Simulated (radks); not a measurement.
Sc, configuration [Ar] 3d1 4s2 (the NIST ground configuration). All-electron calculation, non-relativistic Kohn-Sham, revPBE, spin-polarised, spherical densities, point nucleus; open shells are filled with parallel spins first. Program: a radial shooting solver on a logarithmic mesh with Libxc functionals.

Unscreened Slater integrals over Kohn-Sham orbitals (eV). They are taken over the spin-up orbitals. Empty in this configuration: 4p.

| integral | value |
|---|---|
| F0(3d,3d) | 14.209 |
| F2(3d,3d) | 6.2570 |
| F4(3d,3d) | 3.8368 |
| F0(3d,4s) | 8.1004 |
| G2(3d,4s) | 1.5319 |
| F0(3d,3p) | 16.914 |
| F2(3d,3p) | 7.6132 |
| G1(3d,3p) | 9.4389 |
| G3(3d,3p) | 5.6127 |
| F0(3d,3s) | 17.398 |
| G2(3d,3s) | 6.9943 |
| F0(3d,4p) | 6.2861 |
| F2(3d,4p) | 1.5326 |
| G1(3d,4p) | 0.94626 |
| G3(3d,4p) | 0.67731 |
| F0(4s,4s) | 6.6135 |
| F0(4s,3p) | 8.5385 |
| G1(4s,3p) | 0.49184 |
| F0(4s,3s) | 8.5888 |
| G0(4s,3s) | 0.33741 |
| F0(4s,4p) | 5.5531 |
| G1(4s,4p) | 3.4194 |
| F0(3p,3p) | 21.036 |
| F2(3p,3p) | 10.561 |
| F0(3p,3s) | 21.809 |
| G1(3p,3s) | 14.498 |
| F0(3p,4p) | 6.4987 |
| F2(3p,4p) | 0.95581 |
| G0(3p,4p) | 0.21898 |
| G2(3p,4p) | 0.24856 |
| F0(3s,3s) | 22.673 |
| F0(3s,4p) | 6.5248 |
| G1(3s,4p) | 0.26457 |
| F0(4p,4p) | 4.8924 |
| F2(4p,4p) | 2.5175 |

Derived for the open shells (J is the average intra-shell exchange parameter used in DFT+U). 3d: Racah B = F2/49 - 5 F4/441 = 0.08419 eV, C = 35 F4/441 = 0.3045 eV, C/B = 3.62, F4/F2 = 0.613, J = (F2 + F4)/14 = 0.7210 eV.
